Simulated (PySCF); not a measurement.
- PBE0/pcSseg-1 with gauge-including orbitals
- GFN2-xTB structure
- code: PySCF 2.14.0 with density-fitted response routines
- single conformer, isolated molecule, relativity neglected, fast rotation and ring inversion assumed for equivalent nuclei

Scale: ¹H, ¹³C vs TMS (reference shieldings calculated alike). Shifts are as computed. Against solution values, carbons near 30 ppm lie about +3 ppm off and those near 130 ppm about +5 ppm. Of 1211 compounds with measured shifts, 218 miss one by over three times the rms of a fit or turn the order of signals round; such compounds aren't used in these exercises. OH and NH positions are gas-phase values without hydrogen bonding to other molecules.

**Question.** Order these molecules by the shift of their most shielded carbon-bound hydrogen, lowest δ first.
A. C=C1[C@@H](C)[C@H]1C
B. CCC1=C(C)C1
C. CC#C[P@](=O)(O)c1ccco1
D. Cc1nnn2ccccc12
E. C=C[Si@@H](O)P

**Answer.** B (0.77 ppm, hydrogen on a three-membered-ring carbon), A (1.14 ppm, hydrogen on a methyl carbon), C (2.12 ppm, hydrogen on a propargylic methyl carbon), D (2.89 ppm, hydrogen on a methyl carbon on an aromatic ring), E (6.21 ppm, hydrogen on a terminal =CH2 carbon).

**Question.** Order these molecules by the shift of their most deshielded carbon-bound hydrogen, lowest δ first.
A. C=C1[C@@H](C)[C@H]1C
B. C=C[Si@@H](O)P
C. Cc1nnn2ccccc12
D. CC#C[P@](=O)(O)c1ccco1
E. CCC1=C(C)C1

**Answer.** E (2.59 ppm, hydrogen on an allylic sp3 CH2), A (5.73 ppm, hydrogen on a terminal =CH2 carbon), B (6.49 ppm, hydrogen on a terminal =CH2 carbon), D (7.71 ppm, hydrogen on an aromatic CH next to the ring oxygen), C (8.88 ppm, hydrogen on an aromatic CH next to a ring nitrogen).

**Question.** How many ¹³C and ¹H signals does each give (equivalence by symmetry and fast rotation, but not about amide C–N or C=N bonds)? `C=CC1=CC(C)=C([SiH3])[P@@H]1=O`, `Cc1nnn2ccccc12`, `C=C[Si@@H](O)P`, `CC#C[P@](=O)(O)c1ccco1`, `C=C1[C@@H](C)[C@H]1C`, `CCC1=C(C)C1`

**Answer.** C=CC1=CC(C)=C([SiH3])[P@@H]1=O: 7 C, 7 H; Cc1nnn2ccccc12: 7 C, 5 H; C=C[Si@@H](O)P: 2 C, 6 H; CC#C[P@](=O)(O)c1ccco1: 7 C, 5 H; C=C1[C@@H](C)[C@H]1C: 4 C, 3 H; CCC1=C(C)C1: 6 C, 4 H.
